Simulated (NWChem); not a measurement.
All runs are NWChem calculations. System: Cu₂, charge 0, spin multiplicity 1, at a geometry optimised with PBE/def2-SVP. The structure started from a generated list of species.

Job file:

```
start mol
memory heap 100 mb stack 700 mb global 1900 mb
geometry units angstroms nocenter noautoz
  Cu     0.000000     0.000000     1.076541
  Cu     0.000000     0.000000    -1.076541
  symmetry group D2h
end
basis spherical
  * library def2-svpd
end
scf
  rhf
  nopen 0
  maxiter 100
  thresh 1e-7
  semidirect memsize 60000000 filesize 0
end
tce
  freeze core 18
  ccsd
  thresh 1e-6
  tilesize 24
end
set tce:lineresp T
set tce:afreq 0.0773
set tce:respaxis T T T
task tce energy
```

The output up to the point where the run's verdict is printed (cleaned and shortened):

```
             Northwest Computational Chemistry Package (NWChem) 7.3.0
             --------------------------------------------------------

                                NWChem Input Module
                                -------------------

 Scaling coordinates for geometry "geometry" by  1.889725989
 (inverse scale =  0.529177249)

 Turning off AUTOSYM since
 SYMMETRY directive was detected!

                             Geometry "geometry" -> ""
                             -------------------------

 Output coordinates in angstroms (scale by  1.889725989 to convert to a.u.)

  No.       Tag          Charge          X              Y              Z
 ---- ---------------- ---------- -------------- -------------- --------------
    1 Cu                  29.0000     0.00000000     0.00000000     1.07654100
    2 Cu                  29.0000     0.00000000     0.00000000    -1.07654100

 Effective nuclear repulsion energy (a.u.)     206.6981500977

            Nuclear Dipole moment (a.u.)
            ----------------------------
        X                 Y               Z
 ---------------- ---------------- ----------------
     0.0000000000     0.0000000000     0.0000000000

      Symmetry information
      --------------------

 Group name             D2h
 Group number             26
 Group order               8
 No. of unique centers     1

      Symmetry unique atoms

     1


 Summary of "ao basis" -> "" (spherical)
 ------------------------------------------------------------------------------
       Tag                 Description            Shells   Functions and Types
 ---------------- ------------------------------  ------  ---------------------
 *                         def2-svpd                  on all atoms

 Summary of "ao basis" -> "ao basis" (spherical)
 ------------------------------------------------------------------------------
       Tag                 Description            Shells   Functions and Types
 ---------------- ------------------------------  ------  ---------------------
 Cu                        def2-svpd                12       34   5s4p2d1f
[...]
   19          0.0339016042277     6.9     6.9
   20          0.0315414586090     6.9     6.9
   21          0.0209823844194     6.9     6.9
   22          0.0209891845783     6.9     6.9
   23          0.0178756886898     7.0     7.0
   24          0.0175805434367     7.0     7.0
   25          0.0165629601196     7.0     7.0
   26          0.0128889173176     7.0     7.0
   27          0.0116132429022     7.0     7.0
   28          0.0104423576970     7.0     7.0
   29          0.0101312763870     7.0     7.0
   30          0.0094889479588     7.0     7.0
   31          0.0062331287548     7.0     7.0
   32          0.0059096618087     7.0     7.0
   33          0.0048957364418     7.0     7.0
   34          0.0047946532330     7.0     7.0
   35          0.0045110814202     7.0     7.0
   36          0.0035806790101     7.0     7.0
   37          0.0033024479160     7.0     7.0
   38          0.0030447308696     6.9     6.9
   39          0.0029279096431     7.0     7.0
   40          0.0027857983685     7.0     7.0
   41          0.0021491627754     7.0     7.0
   42          0.0016375074400     7.0     7.0
   43          0.0015480207903     7.0     7.0
   44          0.0014684383504     7.0     7.0
   45          0.0013908392081     6.9     6.9
   46          0.0010441191884     7.0     7.0
   47          0.0010312865798     7.0     7.0
   48          0.0009037230527     7.0     7.0
   49          0.0008904535356     6.9     6.9
   50          0.0008377470834     6.9     6.9
   51          0.0006016998575     7.0     7.0
   52          0.0005690403301     7.0     7.0
   53          0.0005019041005     7.0     7.0
   54          0.0004864752112     7.0     7.0
   55          0.0004584771004     7.0     7.0
   56          0.0003720168588     7.0     7.0
   57          0.0003312035117     6.9     6.9
   58          0.0003065620040     7.0     7.0
   59          0.0002954757130     7.0     7.0
   60          0.0002796604568     7.0     7.0
   61          0.0001630483252     7.0     7.0
   62          0.0001804094314     7.0     7.0
   63          0.0001403107360     7.0     7.0
   64          0.0001414334090     7.0     7.0
   65          0.0001313759587     7.0     7.0
   66          0.0001025156137     7.0     7.0
   67          0.0000976321526     7.0     7.0
   68          0.0000875802499     7.0     7.0
   69          0.0000858413883     7.0     7.0
   70          0.0000808156433     7.0     7.0
   71          0.0000604904658     7.0     7.0
   72          0.0000552916012     7.0     7.0
   73          0.0000500342904     7.0     7.0
   74          0.0000479670396     7.0     7.0
   75          0.0000453437689     7.0     7.0
   76          0.0000349825786     7.0     7.0
   77          0.0000278721031     7.0     7.0
   78          0.0000259690649     7.0     7.0
   79          0.0000246130857     7.0     7.0
   80          0.0000232928068     7.0     7.0
   81          0.0000161920063     6.9     6.9
   82          0.0000173721857     6.9     6.9
   83          0.0000148023959     7.0     7.0
   84          0.0000146118483     7.0     7.0
   85          0.0000137625819     7.0     7.0
   86          0.0000105049734     7.0     7.0
   87          0.0000095378103     7.0     7.0
   88          0.0000086105234     7.0     7.0
   89          0.0000083290858     7.0     7.0
   90          0.0000078197094     7.0     7.0
   91          0.0000053433340     7.0     7.0
   92          0.0000039404404     7.0     7.0
   93          0.0000035670115     6.9     6.9
   94          0.0000034175773     6.9     6.9
   95          0.0000032423697     7.0     7.0
   96          0.0000024688558     7.0     7.0
   97          0.0000022897107     7.0     7.0
   98          0.0000020876586     7.0     7.0
   99          0.0000020126227     7.0     7.0
  100          0.0000018923882     7.0     7.0
 ------------------------------------------------------------------------
```

The run did not converge; its last values are not results. The next line reads: ccsd_lr_iter: maxiter exceeded 101. NWChem stopped with the message: ccsd_lr_iter: maxiter exceeded 101.
